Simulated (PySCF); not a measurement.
Si(I)(SH) (HISSi), SMILES S[Si]I (connectivity only; charge and spin as stated), neutral, multiplicity 1. Atoms are numbered in the order given.

```xyz
4

Si     1.1030    -1.1003     0.0000
I     -0.1061     1.0668     0.0000
S     -0.6203    -2.3531     0.0000
H      0.1050    -3.4887     0.0000
```
Charge 0, spin multiplicity 1.

Coordinates come from a PBE0-D3(BJ)/def2-TZVP optimisation. The def2 effective core potentials stand for the cores of I; spin–orbit coupling is left out. One conformer was computed; it need not be the lowest.

These are TDDFT-LC-ωPBE/def2-SVPD (PySCF 2.14.0) values and carry that method's errors.

Vertical excitations.  State labels are in the subgroup Cs.

Computed excitation energies, oscillator strengths and character:
| state | symmetry | energy (eV) | λ (nm) | f | main pairs |
|---|---|---|---|---|---|
| S1 | A" | 3.27 | 379 | 0.010 | HOMO→LUMO 97 % |
| S2 | A" | 4.65 | 267 | 0.002 | HOMO−2→LUMO 95 % |
| S3 | A' | 4.75 | 261 | 0.039 | HOMO−1→LUMO 90 % |
| S4 | A' | 5.45 | 227 | 0.150 | HOMO→LUMO+1 71 % |
| S5 | A' | 5.80 | 214 | 0.027 | HOMO−3→LUMO 72 % |
| S6 | A" | 5.99 | 207 | 0.002 | HOMO−4→LUMO 93 % |
| S7 | A" | 6.05 | 205 | 0.003 | HOMO−1→LUMO+1 81 % |
| S8 | A' | 6.47 | 192 | 0.155 | HOMO−2→LUMO+1 58 %, HOMO→LUMO+3 16 % |
| S9 | A' | 6.63 | 187 | 0.294 | HOMO→LUMO+2 37 %, HOMO−2→LUMO+1 15 %, HOMO→LUMO+3 15 %, HOMO→LUMO+6 9 % |
| S10 | A' | 6.88 | 180 | 0.007 | HOMO→LUMO+3 41 %, HOMO→LUMO+2 29 %, HOMO→LUMO+4 8 % |
| T1 | A" | 1.99 | 624 | 0 | HOMO→LUMO 85 % |
| T2 | A' | 3.99 | 311 | 0 | HOMO−1→LUMO 87 % |
| T3 | A' | 4.19 | 296 | 0 | HOMO→LUMO+1 75 %, HOMO→LUMO+4 13 % |
| T4 | A" | 4.45 | 279 | 0 | HOMO−2→LUMO 86 % |
Triplets are in the Tamm–Dancoff approximation, which puts them higher than full response would, so one can lie above its singlet here.
